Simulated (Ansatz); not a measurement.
Start from `[SH][Ge][Br]` and change one atom or group to get `[Cl][Ge][Br]`.

Ansatz, PBE0-D4/def2-TZVP geometries, multiplicity 1. Each molecule was computed in one conformer, which needn't be the lowest.

Scalar relativity is left out up to krypton.

| property | `[SH][Ge][Br]` |
| --- | --- |
| ideal-gas entropy at 298 K and 1 bar (rigid rotor, harmonic PBE0-D4/def2-TZVP) / J/(mol·K) | 319 |
| size of the dipole moment (ωB97M-V/def2-TZVPP) / D | 1.10 |
| HOMO–LUMO gap (PBE/def2-TZVPP) / eV | 2.96 |
| LUMO energy (PBE0/def2-TZVPP) / eV | -2.79 |
| LUMO energy (ωB97M-V/def2-TZVPP) / eV | -0.88 |
| LUMO energy (B3LYP/def2-TZVPP) / eV | -2.97 |

Question: What does the change do to each property? (Best estimate.)

Answer: The calculation gave: 
```json
{"property": "ideal-gas entropy at 298 K and 1 bar (rigid rotor, harmonic PBE0-D4/def2-TZVP) / J/(mol·K)", "`[Cl][Ge][Br]`": "313", "shift": "-6"}
{"property": "size of the dipole moment (ωB97M-V/def2-TZVPP) / D", "`[Cl][Ge][Br]`": "2.05", "shift": "0.95"}
{"property": "HOMO–LUMO gap (PBE/def2-TZVPP) / eV", "`[Cl][Ge][Br]`": "3.00", "shift": "0.04"}
{"property": "LUMO energy (PBE0/def2-TZVPP) / eV", "`[Cl][Ge][Br]`": "-3.15", "shift": "-0.36"}
{"property": "LUMO energy (ωB97M-V/def2-TZVPP) / eV", "`[Cl][Ge][Br]`": "-1.21", "shift": "-0.33"}
{"property": "LUMO energy (B3LYP/def2-TZVPP) / eV", "`[Cl][Ge][Br]`": "-3.34", "shift": "-0.37"}
```

With PBE0 the HOMO falls by 0.43 eV and the LUMO falls by 0.36 eV, so the gap widens by about 0.07 eV. PBE moves the HOMO by -0.41 eV and ωB97M-V by -0.43 eV. The zero-point energy changes by -21.9 kJ/mol with -3 modes. Dipoles are sizes alone; their direction can turn.

B3LYP here is the variant with VWN-RPA as its local correlation; programs differ in this.

Spin–orbit coupling is left out; it splits and shifts lone-pair levels of the heavy atoms by tenths of an eV.
